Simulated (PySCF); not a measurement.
## Steps of a relaxation of [La(OH)2]+

[La(OH)2]+ (singlet). PySCF 2.14.0, RKS PBE0, La lcecp-1-SVP with ECP46, O def2-SVP, H def2-SVP; non-relativistic Hamiltonian with scalar-relativistic core potentials where named; density fitting; no spin-orbit coupling. Origin of the start: template. Columns: position (Å) and force (eV/Å). Energies are counted from the last step; some of the 17 steps are shown. Forces carry noise of the integration grid, about 0.01 to 0.03 eV/Å.

Run from Python with OMP_NUM_THREADS=2. Where DIIS fails, smearing, a level shift and second-order steps follow.
It took 32 s on 2 threads of Arm Neoverse V1, on a shared host, from the converged density of the start.

```xyz
5
step 0  E = 0.926 eV
La    0.0000    0.0000   -0.1817     0.00    0.00    2.35
O     2.0563    0.0000    0.7385    -2.50   -0.07   -1.47
H     3.0159   -0.0906    0.7976    -0.18    0.05    0.29
O    -2.0563    0.0000    0.7385     2.50    0.07   -1.47
H    -3.0159    0.0906    0.7976     0.18   -0.05    0.29
```

```xyz
5
step 5  E = 0.106 eV
La    0.0000    0.0000   -0.4275     0.00    0.00    0.25
O     1.8173   -0.0298    0.6011     0.41   -0.04    0.07
H     2.6822   -0.0598    1.0580    -0.77    0.04   -0.19
O    -1.8173    0.0298    0.6011    -0.41    0.04    0.07
H    -2.6822    0.0598    1.0580     0.77   -0.04   -0.19
```

```xyz
5
step 11  E = 0.002 eV
La    0.0000    0.0000   -0.6654     0.00    0.00   -0.03
O     1.6720   -0.0318    0.5412     0.11   -0.01    0.00
H     2.3396   -0.0492    1.2369    -0.04    0.01    0.01
O    -1.6720    0.0318    0.5412    -0.11    0.01    0.00
H    -2.3396    0.0492    1.2369     0.04   -0.01    0.01
```

**Question.** Where does the relaxation end?

**Answer.** It converges at step 16 in C2v:
```xyz
5
step 16  E = 0
La    0.0000    0.0000   -0.6712
O     1.6809   -0.0347    0.5290
H     2.3190   -0.0468    1.2519
O    -1.6809    0.0347    0.5290
H    -2.3190    0.0468    1.2519
```

**Question.** How did the contacts change?

**Answer.** 
```json
{"contact": "La1–O2 (OH)", "start (Å)": "2.253", "end (Å)": "2.066"}
{"contact": "La1–O4 (OH)", "start (Å)": "2.253", "end (Å)": "2.066"}
```
